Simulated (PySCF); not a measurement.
PySCF input:

```python
from pyscf import gto, scf, dft

mol = gto.M(
    atom='''
    Si   -0.39151830    0.06835040    0.00801849
    O     0.99881330   -0.43193933    0.73948910
    C     2.26127412   -0.43929443    0.10347133
    N    -1.48031889    0.05851883    1.32821649
    N    -0.45907901    1.63741128   -0.66493133
    N    -0.60002972   -0.95594118   -1.35880120
    H     2.98667313   -0.88153342    0.78749845
    H     2.24396616   -1.02548576   -0.82042508
    H     2.58756641    0.57742992   -0.13922523
    H    -1.28534210   -0.51661115    2.13119079
    H    -2.46733292    0.20407346    1.19733653
    H    -0.55521186    2.44675033   -0.07477591
    H    -0.04298551    1.85532662   -1.55474885
    H    -1.31819120   -0.75680496   -2.03677490
    H    -0.45004370   -1.94869196   -1.27046288
    ''',
    basis='def2-tzvpd',
    charge=0,
    spin=0,
    verbose=4,
)

mf = scf.RHF(mol).density_fit(auxbasis='def2-universal-jkfit')
mf.conv_tol = 1e-9
mf.max_cycle = 100
mf.max_memory = 1500
mf.kernel()
if not mf.converged:
    mf = mf.newton()
    mf.kernel(mf.make_rdm1())
mf.analyze()
```

Problem. What final total energy does it print?

Solution. -570.54299 Eh (HF/def2-TZVPD).
